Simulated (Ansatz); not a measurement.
One geometry of the cluster Cu₂O₂, several levels of theory.

```yaml
crystal:
  periodic: [false, false, false]
  atoms:
    - {symbol: Cu, position_ang: [1.159092, -0.155766, 0.071812]}
    - {symbol: Cu, position_ang: [-1.159092, 0.155733, -0.071820]}
    - {symbol: O, position_ang: [0.125746, 0.326330, -1.321898]}
    - {symbol: O, position_ang: [-0.125756, -0.326297, 1.321905]}
basis:
  gaussian: {orbitals: def2-TZVPD, initial_orbitals: start.molden}
hamiltonian: {xc: r2scan, dispersion: d4}
scf: {omitted_lower_state_checks: [starts]}
output: {orbitals: {seedname: orbitals}}
```

The file start.molden holds the orbitals of an earlier run on this structure, at another level or in another basis.

```sh
$ ansatz run in.yaml --threads 4 --pin off --events-out ev --progress --plain --max-ram 3916MiB
```

Shortened log:

```
Functional definition: r2SCAN
  name "r2SCAN"
  cite "Furness, Kaplan, Ning, Perdew & Sun, J. Phys. Chem. Lett. 11, 8208 (2020) doi:10.1021/acs.jpclett.0c02405"
  cite "Furness, Kaplan, Ning, Perdew & Sun, J. Phys. Chem. Lett. 11, 9248 (2020) doi:10.1021/acs.jpclett.0c03077"
  parent r2scan
  parameter k0 = 0.174
  parameter k1 = 0.065
  parameter a1 = 4.9479
  exchange = r2scan_x(k0 = k0, k1 = k1, a1 = a1)
  correlation = r2scan_c
these checks for a lower state are left out or cut short: starts
1306 factors; their error is unknown
mean field evaluation 1: about -93373.4115 eV, gradient 1.1e1 eV
mean field evaluation 2: about -93373.6442 eV, gradient 4.3e-1 eV
mean field evaluation 4: about -93373.6232 eV, gradient 1.3e-1 eV
mean field -93373.62318196 eV, -3431.4173610222 hartree, gradient 8.8e-5 eV, S^2 0.000000; 0 other end points of the search recorded, 0 dependent functions left out
reference -93373.62320166 eV, -3431.4173617462 hartree; 37, 37 occupied and 139, 139 virtual orbitals, 1306 factors
Total energy: -93373.64434807 eV, -3431.4181388622 hartree
Checks for a lower state left out: starts
```

It took 3.6 s on 4 threads of Arm Neoverse V2 on a shared host.

As the first input, with `gaussian: {orbitals: def2-TZVP, initial_orbitals: start.molden}`, `hamiltonian: {xc: {name: B3LYP}, dispersion: d4}` (abridged; 2.4 s):

```
Functional definition: B3LYP
mean field -93377.87129852 eV, -3431.5734764263 hartree, gradient 2.0e-5 eV, S^2 0.000000
Total energy: -93378.05000636 eV, -3431.5800438183 hartree
Checks for a lower state left out: starts
```

First input, but with `gaussian: {orbitals: def2-TZVP, initial_orbitals: start.molden}`, `correlation: {method: mp2, frozen_orbitals: {Cu: 9, O: 1}}` and without the key `hamiltonian` (abridged; 6 s):

```
Functional definition: HF
mean field -93265.66054165 eV, -3427.4498071703 hartree, gradient 2.1e-6 eV, S^2 0.000000; unrestricted orbitals would lower it
mean field evaluation 16: about -93267.1577 eV, gradient 3.6e0 eV
unrestricted determinant -93269.29897109 eV, -3427.5835169862 hartree, S^2 1.0013
20 core orbitals not correlated: weight in the atoms' cores, before any rotation towards them, 1.000 or more for the frozen orbitals, at most 0.000 for the correlated occupied ones
second order -40.52831863 eV of doubles, -0.00000000 eV of singles
Total energy: -93306.18886028 eV, -3428.9391954089 hartree
Checks for a lower state left out: starts
```

The first input with `gaussian: {orbitals: def2-TZVP, initial_orbitals: start.molden}`, `hamiltonian: {xc: hf}` (abridged; 3.6 s):

```
Functional definition: HF
mean field -93265.66005528 eV, -3427.4497892965 hartree, gradient 3.7e-5 eV, S^2 0.000000
Total energy: -93265.66005528 eV, -3427.4497892965 hartree
Checks for a lower state left out: starts
```

Geometry: PBE0-D4/def2-SVP.

B3LYP takes the VWN-RPA correlation. Correlated methods freeze 20 core orbitals. The restricted singlet is unstable towards broken spin symmetry at other levels; at r2SCAN-D4/def2-TZVPD, B3LYP-D4/def2-TZVP this wasn't settled. At MP2/def2-TZVP, HF/def2-TZVP the restricted singlet (for correlated methods, its reference) is unstable: a solution with broken spin symmetry lies lower. The geometry of the singlet was relaxed on an unsound state (restricted singlet, unstable towards broken spin symmetry at other levels and untested here). The structure comes from a short search, and lower isomers may exist.
